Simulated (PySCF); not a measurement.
C2H6GaI, SMILES [CH3][Ga]([CH3])[I]. The structure is a stationary point at PBE0-D3(BJ)/def2-SVP. The structure was generated by enumeration; whether it is a known compound was not checked. The def2 effective core potentials stand for the cores of I; spin–orbit coupling is left out.

Computed equilibrium geometry at PBE0-D3(BJ)/def2-SVP (PySCF confirms it by a frequency run) as Cartesian coordinates in Å, and its point group:
point group Cs.
```xyz
10

Ga    -1.1623     0.0002     0.0000
I      1.3631     0.0000     0.0000
C     -1.9655    -0.0002    -1.7852
H     -1.6198     0.8827    -2.3448
H     -3.0644     0.0053    -1.7462
H     -1.6289    -0.8898    -2.3397
C     -1.9655    -0.0002     1.7852
H     -3.0644     0.0053     1.7462
H     -1.6198     0.8827     2.3448
H     -1.6289    -0.8898     2.3397
```
